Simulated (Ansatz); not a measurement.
Start from `C[N](C)[Hf]([F])([Cl])[N]=C=O` and change one atom or group to get `C[N](C)[Hf]([F])([SH])[Cl]`.

Ansatz, PBE0-D4/def2-TZVP geometries, multiplicity 1. Each molecule was computed in one conformer, which needn't be the lowest.

Elements past krypton have def2 core potentials.

```csv
property,`C[N](C)[Hf]([F])([Cl])[N]=C=O`
LUMO energy (PBE0/def2-TZVPP) / eV,-1.20
"ideal-gas entropy at 298 K and 1 bar (rigid rotor, harmonic PBE0-D4/def2-TZVP) / J/(mol·K)",501
HOMO–LUMO gap (ωB97M-V/def2-TZVPP) / eV,10.28
HOMO energy (ωB97M-V/def2-TZVPP) / eV,-9.43
HOMO–LUMO gap (PBE/def2-TZVPP) / eV,3.90
HOMO energy (PBE0/def2-TZVPP) / eV,-7.21
```

(1) Give the same properties after the change, and the shifts. (Best estimate.)

Results:

(1) Ansatz gave: 
| property | `C[N](C)[Hf]([F])([SH])[Cl]` | shift |
| --- | --- | --- |
| LUMO energy (PBE0/def2-TZVPP) / eV | -1.12 | 0.08 |
| ideal-gas entropy at 298 K and 1 bar (rigid rotor, harmonic PBE0-D4/def2-TZVP) / J/(mol·K) | 471 | -30 |
| HOMO–LUMO gap (ωB97M-V/def2-TZVPP) / eV | 10.39 | 0.11 |
| HOMO energy (ωB97M-V/def2-TZVPP) / eV | -9.56 | -0.13 |
| HOMO–LUMO gap (PBE/def2-TZVPP) / eV | 4.11 | 0.21 |
| HOMO energy (PBE0/def2-TZVPP) / eV | -7.32 | -0.11 |

With PBE0 the HOMO falls by 0.11 eV and the LUMO rises by 0.08 eV, so the gap widens by about 0.19 eV. PBE moves the HOMO by -0.11 eV and ωB97M-V by -0.13 eV. The zero-point energy changes by -12.0 kJ/mol with -3 modes. Modes under 60 cm⁻¹, often nearly free rotors, make the harmonic entropy too high.
